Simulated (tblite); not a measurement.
Species: C5H12O2SSi.
Atom-mapped SMILES: `[CH3:1][CH2:2][CH2:3][CH2:4][O:5][C:6](=[S:7])[O:8][SiH3:9]` (hydrogens: H10, H11, H12 on C1; H13, H14 on C2; H15, H16 on C3; H17, H18 on C4; H19, H20, H21 on Si9)

Structure used (GFN2-xTB), in Å, numbered top down from 1:
```xyz
21
C5H12O2SSi angstrom
C     -3.2992   -1.1848    0.2856
C     -2.3543   -0.0581    0.6843
C     -0.9415   -0.3070    0.1618
C      0.0040    0.8165    0.5587
O      1.2975    0.5193    0.0405
C      2.2842    1.3812    0.2731
S      2.1271    2.7637    1.1126
O      3.4205    1.0052   -0.2476
Si     3.6603   -0.3915   -1.1173
H     -2.9537   -2.1332    0.6908
H     -4.3001   -0.9939    0.6639
H     -3.3517   -1.2726   -0.7971
H     -2.7259    0.8880    0.2856
H     -2.3279    0.0285    1.7725
H     -0.9566   -0.3867   -0.9266
H     -0.5581   -1.2478    0.5608
H     -0.3290    1.7798    0.1549
H      0.0710    0.9161    1.6485
H      5.0754   -0.2111   -1.3899
H      2.8039   -0.3609   -2.2980
H      3.3450   -1.5338   -0.2663
```

Computed values, GFN2-xTB/tblite, gas phase, harmonic and unscaled. Against measured fundamentals such values can be off by several per cent, at times by over 20. Modes of hydrogen on silicon can be 10 to 20 % off. One conformer, not necessarily the lowest.

Harmonic wavenumbers (cm⁻¹): 33.3, 56.1, 57.7, 86.9, 107.7, 120.9, 137.6, 197.0, 206.5, 238.3, 307.1, 361.8, 414.6, 542.2, 563.0, 621.5, 627.3, 742.2, 747.5, 777.5, 779.4, 801.9, 830.4, 867.3, 943.8, 946.6, 1053.7, 1082.4, 1108.0, 1133.3, 1150.3, 1214.5, 1241.3, 1255.5, 1264.6, 1272.2, 1329.7, 1334.4, 1365.2, 1416.6, 1474.6, 1490.0, 1496.2, 1501.9, 1504.0, 2291.9, 2306.7, 2366.0, 2916.8, 2939.2, 2972.8, 2987.7, 2988.7, 2997.5, 3036.5, 3039.3, 3046.5.

A = 1670, B = 526.5, C = 406.2 MHz; mass 164.033 u (most abundant isotopes); point group Cs, symmetry number 1.

Task: Zero-point energy?

Result: Half the sum of the wavenumbers: 35347 cm⁻¹ = 101.06 kcal/mol.

Task: Give the ideal-gas entropy at 500 K and 1 bar in the rigid-rotor, harmonic-oscillator model (classical rotation).

Result: Translation 43.79, rotation 32.72, vibration 65.36: S = 141.9 cal/(mol K).

Task: And Cp and H(500 K) − H(0)?

Result: Cp = 64.64 cal/(mol K), of which vibrations give 56.69 (their classical limit is 57 R = 113.3); H(500 K) − H(0) = 19.52 kcal/mol without the zero-point energy, 15.55 from vibrations.

Task: Which modes carry the vibrational entropy at 500 K?

Result: 33.3 cm⁻¹: 6.65; 56.1 cm⁻¹: 5.61; 57.7 cm⁻¹: 5.56; 86.9 cm⁻¹: 4.75; 107.7 cm⁻¹: 4.32; 120.9 cm⁻¹: 4.10 cal/(mol K); the other 51 give 34.38 together.

Task: What must be added to the electronic energy to get the Gibbs energy at 500 K and 1 bar?

Result: ZPE + [H(500 K) − H(0)] − T·S = 101.06 + 19.52 − 70.93 = 49.65 kcal/mol.

Task: Blend soft modes into free rotors: weight 1/[1 + (100 cm⁻¹/ν̃)⁴] for the oscillator and the rest for a rotor with moment μB/(μ + B), μ = h/(8π²ν), B = 10⁻⁴⁴ kg m². What vibrational entropy results?

Result: 58.46 cal/(mol K) in place of 65.36, which changes −T·S at 500 K by +3.45 kcal/mol.

Hindered rotation and anharmonicity are outside this model. Other conformers, if any are populated, would add a mixing term that is left out.
